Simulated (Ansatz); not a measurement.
`[OH][Hf]([F])([F])[SeH]` + H₂Se → `[F][Hf]([F])([SeH])[SeH]` + H₂O  (ligand exchange at the Hf–O bond)

Isolated molecules relaxed with PBE0-D4/def2-TZVP in Ansatz; ΔE leaves out vibrations. CCSD(T)/CBS adds triple-zeta CCSD(T) − MP2 to the extrapolated MP2 energy (def2 sets, frozen cores). This one scheme is used for every species. DFT in def2-TZVPP. Elements past krypton have def2 core potentials. For Hf, Se outer-core shells are correlated without core-valence functions, which leaves a few kJ/mol of doubt a bond. Scalar relativity is left out up to krypton. One conformer a species, not always the lowest.

Is it downhill or uphill in electronic energy at CCSD(T)/CBS, and by how much? (Best estimate.)

The calculation gave: Uphill: ΔE = +33.5 kJ/mol.

What do these levels give: B97M-V, r2SCANh-D4, BHLYP-D4, CAM-B3LYP-D4, CCSD(T)/def2-SVP, MP2/CBS(def2)? (An estimate is asked.)

The calculation gave: B97M-V 44.4, r2SCANh-D4 37.6, BHLYP-D4 41.9, CAM-B3LYP-D4 52.5, CCSD(T)/def2-SVP 63.0, MP2/CBS(def2) 28.4 kJ/mol.

Largest T1 diagnostic among the species: 0.015.

In def2-TZVPP, CCSD(T) changes the Hartree–Fock value by −14.0 kJ/mol (the triples alone add −3.9 kJ/mol) and MP2 by −19.1 kJ/mol. Leaving LDA and LC-ωPBE aside and taking each functional with its dispersion term where it has one, the values, not all of them listed here, spread over 20.4 kJ/mol, from HSE06-D4 to CAM-B3LYP-D4.
